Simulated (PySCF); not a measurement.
Ga (SMILES [Ga]), doublet; PySCF with R2SCAN/6-31G*.

PySCF was given this input:
```python
from pyscf import gto, scf, dft

mol = gto.Mole()
mol.atom = '''
    Ga    0.000000    0.000000    0.000000
'''
mol.basis = '6-31g*'
mol.charge = 0
mol.spin = 1
mol.verbose = 4
mol.build()

mf = dft.UKS(mol)
mf.xc = 'r2scan'
mf.diis_space = 20
mf.kernel()
```

The log (banner, timings and long lists left out):

```
PySCF version 2.14.0

[INPUT] verbose = 4
[INPUT] num. atoms = 1
[INPUT] num. electrons = 31
[INPUT] charge = 0
[INPUT] spin (= nelec alpha-beta = 2S) = 1
[INPUT] symmetry False subgroup None
[INPUT] Mole.unit = angstrom
[INPUT] Symbol           X                Y                Z      unit          X                Y                Z       unit  Magmom
[INPUT]  1 Ga     0.000000000000   0.000000000000   0.000000000000 AA    0.000000000000   0.000000000000   0.000000000000 Bohr   0.0

nuclear repulsion = 0
number of shells = 12
number of NR pGTOs = 95
number of NR cGTOs = 32
basis = 6-31g*
ecp = {}

******** <class 'pyscf.dft.uks.UKS'> ********
method = UKS
initial guess = minao
damping factor = 0
level_shift factor = 0
DIIS = <class 'pyscf.scf.diis.CDIIS'>
diis_start_cycle = 1
diis_space = 20
diis_damp = 0
SCF conv_tol = 1e-09
SCF conv_tol_grad = None
SCF max_cycles = 50
direct_scf = True
direct_scf_tol = 1e-13
number electrons alpha = 16  beta = 15
XC library pyscf.dft.libxc version 7.1.2
    S. Lehtola, C. Steigemann, M. J. T. Oliveira, and M. A. L. Marques,  SoftwareX 7, 1–5 (2018)
XC functionals = r2scan
    J. W. Furness, A. D. Kaplan, J. Ning, J. P. Perdew, and J. Sun,  J. Phys. Chem. Lett. 11, 8208–8215 (2020)
    J. W. Furness, A. D. Kaplan, J. Ning, J. P. Perdew, and J. Sun,  J. Phys. Chem. Lett. 11, 9248–9248 (2020)
    J. W. Furness, A. D. Kaplan, J. Ning, J. P. Perdew, and J. Sun,  J. Phys. Chem. Lett. 11, 8208–8215 (2020)
    J. W. Furness, A. D. Kaplan, J. Ning, J. P. Perdew, and J. Sun,  J. Phys. Chem. Lett. 11, 9248–9248 (2020)
radial grids:
    Treutler-Ahlrichs [JCP 102, 346 (1995); DOI:10.1063/1.469408] (M4) radial grids

becke partition: Becke, JCP 88, 2547 (1988); DOI:10.1063/1.454033
pruning grids: <function nwchem_prune>
grids dens level: 3
symmetrized grids: False
atomic radii adjust function: <function treutler_atomic_radii_adjust>
small_rho_cutoff = 0
Set gradient conv threshold to 3.16228e-05
tot grids = 20904
init E= -1923.97477186677

cycle= 1 E= -1924.49714210358  delta_E= -0.522  |g|= 0.276  |ddm|= 0.696
cycle= 2 E= -1924.48678097181  delta_E= 0.0104  |g|= 0.382  |ddm|= 0.306
cycle= 3 E= -1924.51264150798  delta_E= -0.0259  |g|= 0.00545  |ddm|= 0.137
cycle= 4 E= -1924.51266636747  delta_E= -2.49e-05  |g|= 0.00187  |ddm|= 0.0121
cycle= 5 E= -1924.51266765389  delta_E= -1.29e-06  |g|= 0.000206  |ddm|= 0.00327
cycle= 6 E= -1924.51266766921  delta_E= -1.53e-08  |g|= 1.42e-05  |ddm|= 0.000359
cycle= 7 E= -1924.51266767022  delta_E= -1.01e-09  |g|= 7.14e-06  |ddm|= 0.000151
cycle= 8 E= -1924.512667671  delta_E= -7.79e-10  |g|= 6.93e-06  |ddm|= 0.000127
Extra cycle  E= -1924.51266767162  delta_E= -6.28e-10  |g|= 6.91e-06  |ddm|= 0.000104
converged SCF energy = -1924.51266767162  <S^2> = 0.75422395  2S+1 = 2.0042195
```
